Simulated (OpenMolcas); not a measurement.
## Co5+: effect of the active space

| Item | Value |
| --- | --- |
| Program | OpenMolcas |
| Method | CASSCF or its RAS form |
| Basis | ANO-RCC-VQZP |
| Scalar Hamiltonian | DKH2, point nucleus |
| Spin-orbit coupling | RASSI with atomic mean-field integrals over the reference wave functions, term energies averaged over their components |

A. 4 electrons in 5 orbitals (3d); 2S+1 = 5 even, 5 roots; 2S+1 = 3 even, 45 roots; 2S+1 = 1 even, 50 roots; cost of the order of 40 core-seconds
B. 10 electrons in 8 orbitals (RAS1 3p, at most 2 holes; RAS2 3d); 2S+1 = 5 even, 5 roots; 2S+1 = 3 even, 45 roots; 2S+1 = 1 even, 44 roots; cost of the order of 40 core-seconds
C. 4 electrons in 10 orbitals (3d 4d); 2S+1 = 5 even, 5 roots; 2S+1 = 3 even, 45 roots; 2S+1 = 1 even, 44 roots; cost about 50 core-seconds

Energies in cm⁻¹ above 3d⁴ ⁵D₀, the measured ground level; measured values from Sugar and Corliss, J. Phys. Chem. Ref. Data 10, 1097 (1981).

```tsv
Level	A	B	C	Measured
3d⁴ ⁵D₀	0.0	0.0	0.0	0.0
3d⁴ ⁵D₁	206	215	209	204
3d⁴ ⁵D₂	604	628	611	589
3d⁴ ⁵D₃	1172	1210	1185	1125
3d⁴ ⁵D₄	1885	1935	1907	1782
3d⁴ ³H₄	30467	32428	29759	28377
3d⁴ ³H₅	30906	32931	30222	28806
3d⁴ ³H₆	31381	33440	30723	29234
3d⁴ ³P₀(1)	32320	28077	31475	27166
3d⁴ ³P₁(1)	33534	29346	32699	28462
3d⁴ ³F₂(1)	35150	33307	34345	30555
3d⁴ ³F₃(1)	35225	33506	34430	30635
3d⁴ ³F₄(1)	35430	33790	34657	30817
3d⁴ ³P₂(1)	35617	31480	34794	30506
3d⁴ ³G₃	38484	38800	37629	34026
3d⁴ ³G₄	38987	39327	38154	34475
3d⁴ ³G₅	39356	39809	38548	34855
3d⁴ ¹I₆	46007	49080	45104	42800
3d⁴ ¹G₄(1)	48658	46852	47604	41926
3d⁴ ³D₃	49530	47702	48613	41676
3d⁴ ³D₂	49685	47828	48761	41856
3d⁴ ³D₁	49891	48059	48951	42098
3d⁴ ¹F₃	69086	67165	67839	59930
3d⁴ ³F₄(2)	81393	77526	79408	70798
```

Deviations, from unrounded energies. A percentage is the sum of absolute deviations over the sum of measured energies, with the sign that they share, or ± where signs differ.

| Against measurement | Levels | A | B | C |
| --- | --- | --- | --- | --- |
| mean absolute deviation (cm-1) | 23 | 4400 | 3600 | 3700 |
| fine structure of the ground term (%) | 4 | +4.5 | +7.8 | +5.7 |
| other terms of the ground configuration (%) | 19 | +14.4 | +11.5 | +11.9 |

B, C lie about equally close to measurement and A furthest from it. The largest miss of B in the table is 3d⁴ ¹F₃, by +7200 cm-1. The ranking rests on the paired levels alone, and a cruder setting can come out closer through cancelling errors.

The spin-orbit steps hold different terms of 3d⁴ (B lacks a ¹D, a ¹S; C lacks a ¹D, a ¹S), which shifts levels as well.

Among A to C the level of the table that moves most is 3d⁴ ³P₀(1), by 4200 cm-1 (lowest in B, highest in A).

Without dynamic correlation excited terms often stand tens of per cent too high (terms of higher spin than the ground term too low), and those without a measured partner can miss by more than the paired ones. Some levels mix across a computed gap that differs much from the measured one, so their mixing is not that of the real levels (holds for B). Active for correlation alone: 3p; no level in the range computed is led by a configuration that opens it, so any true level of that kind is missing (holds for B). Active for correlation alone: 4d; no level in the range computed is led by a configuration that fills it, so any true level of that kind is missing (holds for C). Measured partners are found by configuration, term and J. A level has none where our copy of the source lacks it or the pairing is in doubt (some pairs that miss far off the trend of their configuration count as doubtful), and it then counts in no deviation. Levels of configurations outside the active space are missing. The table leaves out levels that lie high or whose names do not pair safely across all columns.

A number in round brackets counts repeated terms of one configuration in the order of the reference energies.
